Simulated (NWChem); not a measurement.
# C₃H₃F₃; SMILES CC(F)=C(F)F

Computed with NWChem. Medium grid unless said otherwise, to which SCAN and Minnesota functionals are sensitive. All runs use the structure optimised with B3LYP/6-31G* (spherical d).

For level r2SCAN/def2-SVP:

```
Item                         Result
---------------------------  ------
highest occupied level (eV)   -5.97
orbital gap (eV)               6.01
dipole (D)                     1.85
```

### Question
What are these values for level BLYP/def2-SVP?

### Answer
The highest occupied level (eV) is -5.45. The orbital gap (eV) is 5.48. The dipole (D) is 1.64.
